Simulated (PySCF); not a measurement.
CH6SSi.

```xyz
9

Si    -0.4194     0.6198     0.2438
C     -1.8422    -0.5995     0.2370
S      1.4210    -0.2684    -0.4384
H     -0.6564     1.7314    -0.7230
H     -0.2453     1.1928     1.6142
H     -1.6531    -1.4276     0.9375
H     -2.7772    -0.1025     0.5416
H     -1.9813    -1.0243    -0.7683
H      1.5028    -1.1562     0.5774
```

Geometry: PBE0-D3(BJ)/def2-SVP. The values are those of a single conformer.

Calculation: HF/pcSseg-1 in PySCF. Non-relativistic, no solvent.

**Question.** Give the absolute GIAO shielding of each atom: isotropic value and principal components (ppm). (An estimate is asked for; the answer gives what the named calculation found.)

**Answer.** 
```csv
atom,σ(iso),σ11,σ22,σ33,span
Si1,417.1,363.6,430.1,457.5,93.9
C2,189.8,181.5,189.2,198.6,17.1
S3,766.9,657.5,726.5,916.7,259.2
H4,27.4,23.5,25.7,33.0,9.5
H5,27.3,23.0,25.9,32.9,9.9
H6,31.4,27.0,29.3,37.7,10.7
H7,31.3,26.7,27.7,39.6,12.8
H8,31.2,26.8,28.8,37.9,11.2
H9,31.5,23.5,27.9,43.0,19.5
```
